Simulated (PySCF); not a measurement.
The vertical singlet excitations below were computed for one of the candidates. The calculation used TDDFT wB97X-D/def2-SVPD, vertical, gas phase, core orbitals frozen in the response (PySCF). Geometries: GFN2-xTB, one conformer each.

```csv
state,E (eV),λ (nm),f
S1,6.76,183.3,0.020
S2,7.02,176.7,0.301
S3,7.33,169.1,0.197
S4,7.63,162.4,0.012
S5,7.96,155.8,0.019
S6,8.12,152.7,0.0011
S7,8.39,147.7,0.0067
S8,8.47,146.3,0.011
```

Triplets computed (Tamm–Dancoff): 4.44, 6.27, 7.08 eV.

Problem. Which structure fits? All have the formula C3H7FOSi.
A. `O[SiH2]/C=C/CF`
B. `O=C[C@H]([SiH3])CF`
C. `[Si@@H](C=O)(F)CC`
D. `F[SiH2]OC1CC1`

Solution. A. Its S1 lies at 6.76 eV; the nearest of the others has S1 at 7.61 eV. S1 is HOMO-1→LUMO (83%). Löwdin shares by element: HOMO carbon 73%, silicon 8% (atoms not listed hold the other 20%); LUMO carbon 61%, silicon 15% (atoms not listed hold the other 24%). At the same level the other candidates give, for their lowest levels:
- `O=C[C@H]([SiH3])CF`: 4.41 eV (f 0.001); 7.27 eV (f 0.123); 7.47 eV (f 0.071); 7.98 eV (f 0.001); 8.19 eV (f 0.035); T1 3.87 eV; HOMO -9.64, LUMO 0.74 eV
- `CC[Si@@H](F)C=O`: 3.16 eV (f 0.001); 6.34 eV (f 0.009); 6.78 eV (f 0.047); 7.28 eV (f 0.025); 7.84 eV (f 0.009); T1 2.51 eV; HOMO -9.10, LUMO 0.01 eV
- `F[SiH2]OC1CC1`: 7.61 eV (f 0.012); 7.86 eV (f 0.013); 8.30 eV (f 0.009); 8.41 eV (f 0.025); 8.45 eV (f 0.016); T1 7.46 eV; HOMO -9.71, LUMO 2.21 eV

Shape of the structure used: `[OH:1][SiH2:2]/[CH:3]=[CH:4]/[CH2:5][F:6]`: O1–Si2–C3–C4 9°, C3–C4–C5–F6 1°, H–O1–Si2–C3 60°.

Without π bonds the low states are Rydberg-like; a valence basis with one diffuse set may place them up to an eV too high.
